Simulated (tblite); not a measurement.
Compound: C6H7OS (doublet state).
Geometry (GFN2-xTB, Å), atoms numbered from 1 in this order:
```
atom  x, y, z in Å
C1     2.855    0.063   -0.378
C2     1.801   -0.390   -0.733
C3     0.567   -0.976   -1.194
O4     0.415   -1.385   -2.319
C5    -0.483   -1.124   -0.106
C6    -0.742    0.164    0.673
C7    -1.351    1.248   -0.209
S8    -0.203    1.838   -1.465
H9     3.770    0.471   -0.062
H10   -1.404   -1.486   -0.568
H11   -0.117   -1.890    0.583
H12   -1.437   -0.046    1.490
H13    0.194    0.530    1.103
H14   -2.234    0.875   -0.732
H15   -1.636    2.115    0.389
```

Computed geometry: GFN2-xTB, gas phase. This method treats the open shell by occupation alone, without spin polarisation.

Masses are those of the commonest isotopes; rigid-rotor values at the optimised geometry. The values belong to one conformer with, in the numbering `[CH:1]#[C:2][C:3](=[O:4])[CH2:5][CH2:6][CH2:7][S:8]`, C2–C3–C5–C6 51°, C3–C5–C6–C7 65°, C5–C6–C7–S8 -67°.

**Question.** Give the principal moments of inertia and the rotational constants in MHz.

**Answer.** Ia = 239.89, Ib = 350.34, Ic = 394.32 u·Å²; 505379 MHz·u·Å²/I gives A = 2107, B = 1443, C = 1282 MHz.

**Question.** Classify the top.

**Answer.** An asymmetric top: κ = (2 × 1443 − 2107 − 1282)/(2107 − 1282) = -0.61.

**Question.** Is it planar, by Δ = Ic − Ia − Ib?

**Answer.** Not planar: Δ = Ic − Ia − Ib = -195.91 u·Å². For a rigid frame Δ = −2 Σ m c², so Σ m c² = 97.96 u·Å² lies off the ab plane: 11.74 from hydrogen and 86.22 from heavier atoms. The atom farthest from that plane is 1.87 Å away.

**Question.** Give the other two planar moments, Paa and Pbb, and the rms extents of the mass along the axes.

**Answer.** Paa = Σ m a² = (Ib + Ic − Ia)/2 = 252.39 and Pbb = Σ m b² = (Ia + Ic − Ib)/2 = 141.93 u·Å². With the mass M = 127.02 u, the rms extents √(P/M) along a, b and c are 1.41, 1.06, 0.88 Å.

**Question.** Where do the levels up to J = 5 lie, in cm⁻¹?

**Answer.** Above 0(0,0):
J = 1: 1(0,1) 0.0909, 1(1,1) 0.1130, 1(1,0) 0.1184
J = 2: 2(0,2) 0.2717, 2(1,2) 0.2894, 2(1,1) 0.3055, 2(2,1) 0.3720, 2(2,0) 0.3728
J = 3: 3(0,3) 0.5410, 3(1,3) 0.5534, 3(1,2) 0.5856, 3(2,2) 0.6446, 3(2,1) 0.6487, 3(3,1) 0.7693, 3(3,0) 0.7693
J = 4: 4(0,4) 0.8970, 4(1,4) 0.9047, 4(1,3) 0.9578, 4(2,3) 1.0074, 4(2,2) 1.0191, 4(3,2) 1.1342, 4(3,1) 1.1348, 4(4,1) 1.3068, 4(4,0) 1.3068
J = 5: 5(0,5) 1.3383, 5(1,5) 1.3427, 5(1,4) 1.4208, 5(2,4) 1.4598, 5(2,3) 1.4845, 5(3,3) 1.5907, 5(3,2) 1.5931, 5(4,2) 1.7630, 5(4,1) 1.7631, 5(5,1) 1.9848, 5(5,0) 1.9848
Those of J = 1 are B + C, A + C and A + B.

For this open shell read J as N, the rotation without spin; fine and hyperfine splittings come on top. Its GFN2-xTB frequencies are all real (lowest 57 cm⁻¹). Zero-point vibration and centrifugal distortion are left out.
